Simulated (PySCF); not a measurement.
# Electronic structure of I (iodine, neutral) at the UHF level

Configuration: [Kr] 4d10 5s2 5p5, 2P determinant. Computed with PySCF 2.14 in dyall-av2z (22s16p12d, 130 functions), with the non-relativistic Hamiltonian (point nucleus).

```json
{
  "Total energy": "-6917.975085 hartree",
  "One-electron energy": "-9509.1535 hartree",
  "Hartree (Coulomb) energy": "2765.1239 hartree",
  "Exchange energy": "-173.9455 hartree",
  "Kinetic energy": "6917.99624 hartree",
  "⟨S²⟩": "0.7580",
  "⟨L²⟩": "2.026",
  "Sum of ⟨r⟩": "38.60 bohr",
  "Sum of ⟨r²⟩": "63.65 bohr²",
  "Traceless quadrupole moment −½Σ⟨3z² − r²⟩ along its main axis": "3.13 e·bohr²",
  "Density at the nucleus (Gaussians lack the cusp)": "105000 bohr⁻³",
  "Spin density at the nucleus": "-0.0611 bohr⁻³",
  "Langevin diamagnetic susceptibility": "-50.4 ×10⁻⁶ cm³/mol"
}
```

| shell | electrons | mean orbital energy (eV) | spread (eV) | rms radius, mean of both spins (bohr) |
| --- | --- | --- | --- | --- |
| 1s α | 1 | -32033.0 | 0 | 0.0332 |
| 1s β | 1 | -32032.9 | 0 | 0.0332 |
| 2s α | 1 | -4923.9 | 0 | 0.134 |
| 2s β | 1 | -4923.9 | 0 | 0.134 |
| 2p α | 3 | -4616.8 | 0.098 | 0.116 |
| 2p β | 3 | -4616.7 | 0.028 | 0.116 |
| 3s α | 1 | -1032.3 | 0 | 0.348 |
| 3s β | 1 | -1032.3 | 0 | 0.348 |
| 3p α | 3 | -901.40 | 0.274 | 0.341 |
| 3p β | 3 | -901.30 | 0.033 | 0.341 |
| 3d α | 5 | -660.92 | 0.228 | 0.313 |
| 3d β | 5 | -660.88 | 0.146 | 0.313 |
| 4s α | 1 | -197.28 | 0 | 0.816 |
| 4s β | 1 | -197.09 | 0 | 0.816 |
| 4p α | 3 | -149.10 | 0.648 | 0.858 |
| 4p β | 3 | -148.87 | 0.081 | 0.858 |
| 4d α | 5 | -65.471 | 0.683 | 0.986 |
| 4d β | 5 | -65.321 | 0.422 | 0.986 |
| 5s α | 1 | -23.663 | 0 | 2.23 |
| 5s β | 1 | -21.209 | 0 | 2.23 |
| 5p α | 3 | -11.465 | 1.578 | 2.69 |
| 5p β | 2 | -10.417 | 0 | 2.69 |

A non-relativistic calculation at this Z misses sizeable relativistic shifts.

Spin-orbit constants ζ (cm⁻¹) from the X2C one-electron operator on these orbitals (non-relativistic here): bare nucleus, nucleus screened by l(l+1)(2l+1)/3 electrons, and screened by the Breit-Pauli mean field of the electrons.

```json
{"shell": "2p", "bare": "1348000", "screened nucleus": "1297000", "mean field": "1272000"}
{"shell": "3p", "bare": "250400", "screened nucleus": "240900", "mean field": "235200"}
{"shell": "3d", "bare": "45140", "screened nucleus": "36620", "mean field": "35330"}
{"shell": "4p", "bare": "46440", "screened nucleus": "44690", "mean field": "43520"}
{"shell": "4d", "bare": "6378", "screened nucleus": "5174", "mean field": "4903"}
{"shell": "5p", "bare": "4120", "screened nucleus": "3964", "mean field": "3849"}
```

To first order the Landé constant is A = -3849 cm⁻¹, so the lowest level has J = 3/2 and lies 0.239 eV below the centre of the term. First order in ζ underestimates the shift of the j = l − 1/2 level at high Z.
